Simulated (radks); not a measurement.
Results of a calculation; reference values are marked as such.
Neutral strontium inside a hard spherical wall (all orbitals vanish at R), configuration held at [Kr] 5s2 and not refilled when levels cross. Level of theory: scalar-relativistic Kohn-Sham, r2SCAN, spin-polarised, spherical densities, finite nucleus; meta-GGA in the generalised Kohn-Sham scheme; Fermi nuclear charge, rms radius 4.224 fm (a radial shooting solver on a logarithmic mesh with Libxc functionals). Eigenvalues in eV for spin up, with the zero of energy where the potential of the charges vanishes at infinity; a dash marks a level that is unbound or too diffuse for the functional's potential to be trusted. A positive occupied level is held by the wall or, in an anion where self-interaction has pushed it up, behind a barrier. The pressure on the wall is -dE/dV.

| R (bohr) | E (hartree) | kinetic (hartree) | e(3d) | e(4s) | e(4p) | e(5s) | e(5p, empty) | e(4d, empty) | pressure (GPa) |
|---|---|---|---|---|---|---|---|---|---|
| free | -3179.98270 | 3261.090 | -130.18 | -42.379 | -23.668 | -3.580 | -1.197 | -1.065 | 0 |
| 20 | -3179.98270 | 3261.090 | -130.18 | -42.379 | -23.668 | -3.580 | -1.197 | -1.065 | < 0.0001 |
| 15 | -3179.98268 | 3261.090 | -130.18 | -42.375 | -23.664 | -3.578 | -1.188 | -1.061 | 0.000282 |
| 12 | -3179.98217 | 3261.096 | -130.13 | -42.329 | -23.619 | -3.546 | -1.111 | -1.018 | 0.00853 |
| 8 | -3179.95989 | 3261.229 | -129.25 | -41.485 | -22.794 | -2.840 | 0.149 | -0.259 | 0.746 |
| 7 | -3179.92722 | 3261.375 | -128.50 | -40.779 | -22.111 | -2.076 | 1.388 | 0.415 | 2.35 |
| 5 | -3179.64185 | 3262.390 | -125.17 | -37.811 | -19.298 | 3.108 | 9.057 | 3.770 | 30.8 |
| 4 | -3179.01836 | 3264.518 | -120.61 | -34.238 | -15.878 | 12.689 | 21.746 | 8.564 | 160 |
| 3.5 | -3178.21965 | 3267.256 | -115.83 | -30.782 | -12.390 | 23.626 | 35.170 | 13.537 | 431 |
| 3 | -3176.48345 | 3273.034 | -107.29 | -24.691 | -5.855 | 44.741 | 59.652 | 22.678 | 1330 |
| 1.5 | -3122.72675 | 3415.918 | -6.856 | 103.67 | 137.42 | 457.20 | 485.25 | 191.85 | 147000 |
